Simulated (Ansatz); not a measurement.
Geometry optimisation, Ansatz 0.2.0, RHF/6-31G.

The input (input.yaml):

```yaml
crystal:
  periodic: [false, false, false]
  atoms:
    - { symbol: C, position_ang: [0.7907, -2.1263, -0.0572] }
    - { symbol: Si, position_ang: [0.6735, -0.2322, -0.02] }
    - { symbol: S, position_ang: [1.3356, 0.5032, -1.9485] }
    - { symbol: C, position_ang: [-0.9469, 0.4148, 0.3755] }
    - { symbol: C, position_ang: [-2.10091, -0.49984, 0.71141] }
    - { symbol: F, position_ang: [-1.40008, 1.25588, -0.63146] }
    - { symbol: F, position_ang: [-0.84326, 1.29027, 1.45599] }
    - { symbol: H, position_ang: [0.4917, -2.4901, 0.8901] }
    - { symbol: H, position_ang: [1.7548, -2.4204, -0.2586] }
    - { symbol: H, position_ang: [0.064, -2.4808, -0.8032] }
    - { symbol: H, position_ang: [1.6667, 0.2575, 0.9932] }
    - { symbol: H, position_ang: [2.5877, -0.086, -1.8866] }
    - { symbol: H, position_ang: [-3.08061, 0.06052, 0.93898] }
    - { symbol: H, position_ang: [-2.33936, -1.15236, -0.15635] }
    - { symbol: H, position_ang: [-1.89103, -1.09971, 1.57406] }
basis:
  gaussian: { orbitals: "6-31G" }
hamiltonian:
  xc: hf
relax:
  f_tol: 0.015
  max_steps: 40
output:
  orbitals: {}
```

Launched with:

```bash
$ ansatz run input.yaml --threads 1 --pin off --max-ram 2048MiB --backend cpu --events-out ev --progress --plain --runs-dir out
```

Question: Where does it end, and by what steps?

Answer: The forces met the threshold. Limits of this set-up: no polarisation functions. After 6 steps the energy has fallen by 0.742 eV; H12 moved furthest, 0.23 Å.

| step | energy less start (eV) | largest force component (eV/Å) | accepted |
| --- | --- | --- | --- |
| 0 | 0.0000 | 4.873 | yes |
| 1 | -0.6368 | 1.572 | yes |
| 2 | -0.7346 | 0.363 | yes |
| 3 | -0.7352 | 0.221 | yes |
| 4 | -0.7416 | 0.076 | yes |
| 5 | -0.7419 | 0.031 | yes |
| 6 | -0.7420 | 0.010 | yes |

```xyz
15
Properties=species:S:1:pos:R:3
C 0.748 -2.159 -0.016
Si 0.774 -0.255 0.018
S 1.353 0.575 -1.980
C -1.015 0.464 0.392
C -2.123 -0.503 0.697
F -1.427 1.271 -0.676
F -0.884 1.333 1.490
H 0.436 -2.559 0.943
H 1.740 -2.543 -0.227
H 0.078 -2.529 -0.781
H 1.693 0.251 1.067
H 2.599 0.048 -2.068
H -3.026 0.057 0.904
H -2.302 -1.154 -0.147
H -1.881 -1.104 1.562
```

Whether the end is a true minimum wasn't checked by a vibrational analysis.

The run took 27 s on 1 thread of Arm Neoverse V2, on a shared host, peak memory 0.21 GiB.
